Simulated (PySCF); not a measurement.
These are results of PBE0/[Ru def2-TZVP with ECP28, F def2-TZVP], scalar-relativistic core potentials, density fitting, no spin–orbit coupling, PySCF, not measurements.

Each entry is the lowest minimum that a search over a few typed start shapes (and spin states, where more than one is plausible) found, or that minimum re-optimised at the stated level; isomers with ligand–ligand bonds, or fragments after loss of a ligand pair, can lie lower. Open shells are unrestricted.

RuF₂ is a quintet of D∞h symmetry with Ru–F 1.866 Å (×2); F–Ru–F 180.0°. Its wavenumbers are 135 (×2), 613, 680 cm⁻¹.

Q: What changes when one electron is removed, giving RuF₂⁺?

A: It costs 10.50 eV between the minima (10.51 eV with zero-point energy). RuF₂⁺ is a quartet of D∞h symmetry with Ru–F 1.788 Å (×2); F–Ru–F 180.0°; wavenumbers 148 (×2), 753, 794 cm⁻¹.

Open d and f shells are described by one determinant, and the ground state may have another occupation or spin.
